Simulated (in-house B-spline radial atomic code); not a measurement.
**Response and correlation of Pt LXIX (Pt68+)**

Closed shell [He] 2s2 2p6. Computed with a B-spline radial code for spherical atoms: Dirac-Hartree-Fock, relativistic RPA (time-dependent Dirac-Hartree-Fock) for the response and second-order many-body perturbation theory for correlation, no-pair Dirac-Coulomb Hamiltonian, finite nucleus.

```json
{"multipole (bohr³, bohr⁵, bohr⁷)": "dipole", "uncoupled": "3.4744e-05", "coupled RPA": "3.4861e-05"}
{"multipole (bohr³, bohr⁵, bohr⁷)": "quadrupole", "uncoupled": "2.6184e-07", "coupled RPA": "2.6603e-07"}
{"multipole (bohr³, bohr⁵, bohr⁷)": "octupole", "uncoupled": "3.1679e-09", "coupled RPA": "?"}
```

Q: What is the coupled octupole polarisability?

A: 3.218e-09 atomic units, +2 % against the uncoupled value.

Q: Which subshells carry the dipole polarisability?

A: 2p3/2 66.6 %, 2p1/2 21.3 %, 2s1/2 11.9 %.

Q: What does the dipole shielding factor come to?

A: The dipole shielding factor is 0.128, against the exact N/Z = 10/78 = 0.128 of the non-relativistic theorem.

Dipole polarisability at imaginary frequency:

```
u (Eh)  α(iu) (bohr³)
     0      3.486e-05
  28.7       3.47e-05
    86      3.347e-05
   172      2.993e-05
   287      2.408e-05
   573      1.302e-05
  1150      4.831e-06
  2870      9.673e-07
```

Q: What dispersion coefficients follow for two such ions (the dispersion part alone)?

A: C6 = (3/π)∫α(iu)²du = 4.004e-07 hartree·bohr⁶ and C8 = 1.628e-08 hartree·bohr⁸.

Lowest J = 1 odd-parity excitations:

```csv
energy (eV),oscillator strength,leading channel,weight
9279.5,0.157,2p3/2 → s1/2,1.0
10107,0.0737,2p3/2 → d3/2,0.979
10268,2.33,2p3/2 → d5/2,0.978
11065,0.0302,2p1/2 → s1/2,0.999
11754,0.328,2s1/2 → p1/2,0.993
11927,0.996,2p1/2 → d3/2,0.992
12255,0.265,2s1/2 → p3/2,0.999
13058,0.0271,2p3/2 → s1/2,1.0
```

Second-order correlation energy by the highest angular momentum of the excited pair (hartree): s -0.02622, p -0.1572, d -0.1894, f -0.0502, g -0.01897, h -0.007052, i -0.0032, k -0.001652.

Q: What is the second-order correlation energy at the partial-wave limit?

A: The listed waves sum to -0.45397 hartree; extrapolating the increments as (l + 1/2)⁻⁴ gives -0.45735 hartree, -1.24 eV per electron.
